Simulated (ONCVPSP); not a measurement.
u(r) = r·R(r): atom against pseudo-atom (Se (Z = 34))

Columns: radius, all-electron u(r) and pseudo u(r) of the 4p shell (level -6.51 eV) of selenium in the configuration [Ar] 3d10 4s2 4p4; PBE, scalar-relativistic, ONCV scheme, ONCVPSP 4.0.1.

```tsv
r (bohr)	all-electron	pseudo
0.080	0.1780	0.0022
0.160	0.1161	0.0090
0.240	-0.0794	0.0209
0.320	-0.2368	0.0384
0.400	-0.3062	0.0616
0.480	-0.2963	0.0906
0.560	-0.2318	0.1254
0.640	-0.1359	0.1661
0.720	-0.0261	0.2124
0.800	0.0861	0.2633
0.880	0.1934	0.3175
0.960	0.2917	0.3729
1.040	0.3792	0.4278
1.120	0.4550	0.4807
1.200	0.5193	0.5305
1.280	0.5727	0.5763
1.360	0.6159	0.6165
1.440	0.6498	0.6498
1.520	0.6753	0.6753
1.600	0.6932	0.6932
1.680	0.7046	0.7046
1.760	0.7102	0.7101
1.840	0.7107	0.7107
1.920	0.7071	0.7070
2.000	0.6998	0.6998
2.080	0.6895	0.6895
```

(1) How many radial nodes do the two functions have?

(2) At about which radius was the pseudo-wave matched?

(3) Is the pseudo-wave norm-conserving?

## Answers

(1) The all-electron 4p function has n − l − 1 = 2; the pseudo-wave has 0, since the states of the same l below it are removed with the core.

(2) 1.50 bohr, where the columns begin to agree (steps of 0.08 bohr).

(3) Yes: the ONCV scheme keeps the norm inside the radius equal to the all-electron one, which fixes the energy derivative of the logarithmic derivative at the level.
